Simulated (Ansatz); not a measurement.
Spectroscopic constants of NaS+, multiplicity 3 (lowest of 2S+1 = 1, 3, 5 at CCSD(T)/def2-TZVPP on PBE0 minima; our sources give no spin for the ground state, which may be another).

Constants: fifth-degree fit in 1/R to seven points, most abundant isotopes. Runs in def2 and cc sets follow the lowest solution found near the PBE0 minimum.

Correlated levels freeze the inner cores; with def2 sets outer-core shells near the valence are correlated too.

The values were computed with Ansatz (Gaussian basis) for Hartree–Fock, density functionals and correlated methods. Values without a source in brackets are computed.

What bond length and harmonic frequency does SVWN5/def2-TZVPP give?

r_e = 2.800 Å, ω_e = 185 cm⁻¹.

What bond length and harmonic frequency does wB97X-V/def2-TZVPP give?

r_e = 2.860 Å, ω_e = 176 cm⁻¹.

What bond length and harmonic frequency does CCSD(T)/def2-QZVPP give?

r_e = 2.855 Å, ω_e = 172 cm⁻¹.

Ansatz is a first-principles code.
